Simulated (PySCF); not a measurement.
Orbital energies and ionisation energy

Species: diboron tetrafluoride, B₂F₄.
Z-matrix (Å and degrees, PBE0-D3(BJ)/def2-SVP geometry), rows numbered from 1:
```
F 
B   1  1.3171
F   2  1.3176  1  117.04
B   2  1.7220  1  121.26  3   179.41
F   4  1.3172  2  122.24  1    58.20
F   4  1.3169  2  120.95  1  -121.34
```

Level: wB97X-D/def2-SVPD (PySCF). Frontier orbitals with their largest atomic shares (Löwdin; up to four atoms above 4 %):

| orbital | ε (eV) | main atoms |
| --- | --- | --- |
| HOMO−3 | -15.10 | F6 27 %, F5 27 %, F1 20 %, F3 20 % |
| HOMO−2 | -14.75 | F1 26 %, F3 26 %, F5 22 %, F6 22 % |
| HOMO−1 | -14.61 | F5 26 %, F6 26 %, F3 22 %, F1 22 % |
| HOMO | -12.16 | ? |
| LUMO | 0.17 | B2 30 %, B4 30 %, F1 10 %, F6 10 % |
| LUMO+1 | 1.85 | B2 42 %, B4 41 %, F1 4 %, F5 4 % |
| LUMO+2 | 2.07 | B4 27 %, B2 27 %, F6 12 %, F1 11 % |

What vertical ionisation energy does ΔSCF give, and how far is −ε(HOMO) from it?

ΔSCF: 13.01 eV (1256 kJ/mol; threshold wavelength 95.3 nm); ⟨S²⟩ of the doublet left behind is 0.753, against 0.75 for a pure doublet. −ε(HOMO) is 12.16 eV, 0.85 eV below it. In exact Kohn–Sham theory the two would be equal; wB97X-D (range-separated hybrid) falls short of its own ΔSCF value by 7 %. Holes in the HOMO−1 and HOMO−2 were tried too where these lie within 1.2 eV of the HOMO; the lowest converged state counts.

On which atoms does the HOMO lie?

B4 (three-coordinate boron) 24 %, B2 (three-coordinate boron) 24 %, F6 (boron-bound fluorine) 13 %, F1 (boron-bound fluorine) 13 %, so no atom holds as much as 40 %. The HOMO−1 lies 2.45 eV lower.

What kinetic energy would electrons from this vertical process carry with He I light (21.218 eV)?

21.22 − 13.01 = 8.21 eV.

What total energies stand behind the ΔSCF value?

E(N) = -448.85332 Eh and E(N − 1) = -448.37509 Eh at the same geometry, 0.47823 Eh apart.

Shift the occupied levels rigidly so that −ε(HOMO) equals the ΔSCF value. What binding energies result?

The shift is +0.85 eV: HOMO 13.01, HOMO−1 15.46, HOMO−2 15.60, HOMO−3 15.95 eV. A rigid shift is only a rough guide to the deeper ionisations.

How many of the 10 lowest singlet excitations (vertical TDDFT, same level) lie below the ionisation energy?

All 10; they run from 7.03 to 11.49 eV.

Isolated species at its PBE0-D3(BJ)/def2-SVP geometry, gas phase.

wB97X-D is run here without its empirical dispersion term; that term would change no orbital, density or response property at a fixed geometry.
